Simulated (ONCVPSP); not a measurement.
# An all-electron radial function and its pseudo partner (Pb (Z = 82))

Columns: radius, all-electron u(r) and pseudo u(r) of the 5s shell (level -151.86 eV) of lead in the configuration [Kr] 4d10 4f14 5s2 5p6 5d10 6s2 6p1; PBE, scalar-relativistic, ONCV scheme, ONCVPSP 4.0.1.

```csv
r (bohr),all-electron,pseudo
0.078,0.0411,0.0269
0.155,0.4071,0.0804
0.232,-0.3867,0.1794
0.310,-0.7366,0.3313
0.388,-0.4452,0.5248
0.465,0.1053,0.7346
0.542,0.6322,0.9348
0.620,1.0173,1.1007
0.698,1.2324,1.2090
0.775,1.3058,1.2510
0.852,1.2800,1.2309
0.930,1.1902,1.1586
1.008,1.0662,1.0505
1.085,0.9314,0.9254
1.162,0.7976,0.7959
1.240,0.6710,0.6707
1.318,0.5575,0.5574
1.395,0.4598,0.4596
1.472,0.3764,0.3762
1.550,0.3052,0.3051
1.628,0.2462,0.2461
1.705,0.1982,0.1981
1.782,0.1590,0.1590
1.860,0.1268,0.1267
1.938,0.1008,0.1008
2.015,0.0802,0.0802
```

Q: How many radial nodes do the two functions have?

A: The all-electron 5s function has n − l − 1 = 4 (the table is too coarse to show those close to the nucleus); the pseudo-wave has 0, since the states of the same l below it are removed with the core.

Q: At about which radius was the pseudo-wave matched?

A: 1.40 bohr. The columns agree to 0.0005 from 1.24 bohr on; several derivatives are matched, so the curves merge somewhat inside the radius.

Q: Is the pseudo-wave norm-conserving?

A: Yes: the ONCV scheme keeps the norm inside the radius equal to the all-electron one, which fixes the energy derivative of the logarithmic derivative at the level.
